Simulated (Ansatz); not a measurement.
Species: C3H14Si3 (charge 0, singlet). SMILES: [SiH](CCC)([SiH3])[SiH3]
Coordinates optimised at B3LYP-D3(BJ)/def2-TZVP (Ansatz, a first-principles code):
```xyz
20

C      3.7056     0.1041     0.4163
C      2.3614     0.2392    -0.2951
C      1.2221    -0.4736     0.4433
Si    -0.4583    -0.3703    -0.4235
Si    -2.1063    -1.4820     0.8197
Si    -1.1111     1.8618    -0.7308
H      4.4983     0.6215    -0.1279
H      3.9938    -0.9454     0.5110
H      3.6589     0.5264     1.4228
H      2.4443    -0.1607    -1.3102
H      2.1171     1.2994    -0.4094
H      1.1140    -0.0585     1.4508
H      1.4703    -1.5316     0.5776
H     -0.3667    -1.0151    -1.7631
H     -2.2703    -0.8279     2.1428
H     -1.7379    -2.9021     1.0512
H     -3.4129    -1.4442     0.1176
H     -0.1790     2.5942    -1.6247
H     -2.4715     1.9315    -1.3194
H     -1.1349     2.5609     0.5795
```

Parts of the frozen-core correlation energy in aug-cc-pV(D+d)Z (Ansatz, hartree). Frozen orbitals: 18; correlated occupied orbitals by spin: 19 and 19; virtual: 254 and 254. No spin-orbit coupling. Non-relativistic.

```
term                            value
-------------------------  ----------
reference (HF)             -988.57797
MP2 opposite-spin          (withheld)
MP2 same-spin              (withheld)
CCSD correlation           (withheld)
(T)                          -0.02930
T1 diagnostic                   0.012
largest doubles amplitude       0.009
```

Task: What belongs in the gaps?

Result: 
- MP2 opposite-spin, value: -0.62323
- MP2 same-spin, value: -0.15613
- CCSD correlation, value: -0.88875
